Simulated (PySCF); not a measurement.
Bi(F)2(SiH3) (BiF2H3Si), SMILES [F][Bi]([SiH3])[F].

Geometry: B3LYP-D3(BJ)/def2-SVP. The def2 effective core potentials stand for the cores of Bi; spin–orbit coupling is left out.

All values below come from PySCF with IEF-PCM-M06-2X/def2-SVP.

The values are the electrostatic part of the solvation free energy, E(continuum) − E(gas) at the gas-phase geometry, in a cavity of scaled van der Waals radii (PySCF's table); cavitation and dispersion terms are not included. A continuum can't describe solvent molecules that bind to the metal. In vacuum the orbital gap is 7.68 eV. The dipole moment in vacuum is 4.63 D.

Computed values in water (ε = 78.36), dichloromethane (ε = 8.93), N,N-dimethylformamide (ε = 37.22):
```json
[
 {"solvent": "water", "ε": "78.36", "ΔG(elec) (kcal/mol)": "-11.6", "dipole (D)": "6.02", "gap (eV)": "7.77"},
 {"solvent": "dichloromethane", "ε": "8.93", "ΔG(elec) (kcal/mol)": "-9.7", "dipole (D)": "5.77", "gap (eV)": "7.75"},
 {"solvent": "N,N-dimethylformamide", "ε": "37.22", "ΔG(elec) (kcal/mol)": "-11.3", "dipole (D)": "5.98", "gap (eV)": "7.76"}
]
```
